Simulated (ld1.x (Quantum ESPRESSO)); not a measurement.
# neodymium (Nd): TM pseudisation with PBE, scalar-relativistic reference atom.

```json
{"Element": "neodymium", "Generator": "ld1.x (Quantum ESPRESSO) 7.5", "Type": "norm-conserving Troullier–Martins (Kleinman–Bylander form)", "Functional": "PBE", "Relativity": "scalar-relativistic", "Frozen core": "[Kr] 4d10 4f3", "Valence charge": "11", "Reference configuration": "5s2 5p6 5d0 6s0 6p0 (charge +3)", "Partial waves": "5p (bound): rc 1.96 bohr; 5d (bound, empty): rc 3.40 bohr; 5s (bound): rc 2.14 bohr", "Local potential": "the s channel", "Core correction": "Bessel-smoothed model core inside 0.80 bohr"}
```

- Cutoffs needed: 40 Ry and 55 Ry (the cutoffs (Ry, on a coarse ladder) from which the occupation-weighted sum of valence levels, in a spherical-Bessel basis at the reference potential, stays within 10 and 1 mRy of its value at 400 Ry)
- Ghost test: no extra level below or beside the all-electron valence levels (p, d, s, f tested) (spherical-Bessel basis up to 400 Ry, 20 bohr box)
- Largest excitation error: +1637 meV (all-electron minus pseudo) for 5s2 5p6 5d0 6s2 6p0, out of 7 test configurations
